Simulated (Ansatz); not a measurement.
Ansatz (a first-principles code) input:

Ansatz 0.2 input:
```yaml
crystal:
  periodic: [false, false, false]
  atoms:
    - {symbol: Hg, position_ang: [0.00000000, 0.00000000, 0.00000000]}
    - {symbol: Br, position_ang: [-0.00000000, -0.00000000, -2.42372149]}
    - {symbol: Br, position_ang: [0.00000000, 0.00000000, 2.42372149]}
basis:
  gaussian:
    orbitals: def2-TZVP
hamiltonian:
  xc: b3lyp
  dispersion: d3bj
total_charge: 1
magnetization: {spin_polarized: true, initial_magnetization: 1}
phonons: {temperatures: {t_min: 298.15, t_max: 298.15, t_step: 100}}
```

Problem. What final total energy does it print?

Solution. -5301.62325 Eh (B3LYP-D3(BJ)/def2-TZVP). The basis has 139 functions.

The spin state was set by rule; other spins were not relaxed.
